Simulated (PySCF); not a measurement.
C₂H₆O₂Te, SMILES CO[Te]OC.

Geometry optimised at PBE0-D3(BJ)/def2-SVP. The def2 effective core potentials stand for the cores of Te; spin–orbit coupling is left out. Other conformers were not sampled.

Two levels are set side by side: PBE/def2-TZVP (PySCF) and HF/def2-TZVP (PySCF). Same geometry, gas phase. Differences are taken from unrounded values.

| quantity | HF |
|---|---|
| orbital gap (eV) | 10.23 |
| highest occupied level (eV) | -8.71 |
| lowest empty level (eV) | 1.52 |
| dipole moment (D) | 0.48 |
| mean polarisability (bohr³) | 65.0 |

What does PBE give, and how far is it from HF? (Estimate from the structure and the level; the computed values follow.)


```tsv
quantity	PBE	PBE minus HF
orbital gap (eV)	2.49	-7.74
highest occupied level (eV)	-5.03	3.68
lowest empty level (eV)	-2.54	-4.05
dipole moment (D)	0.01	-0.47
mean polarisability (bohr³)	73.1	8.1
```

PBE's occupied levels lie high since its potential decays too fast outside the molecule; exact exchange lowers them and widens the gap. Loosely held outer electrons make PBE densities more polarisable. Differences between two approximate levels are no errors against the true value.

Rough cost on one machine, each run with all the roots and properties that it gave: HF against PBE about 1/3.
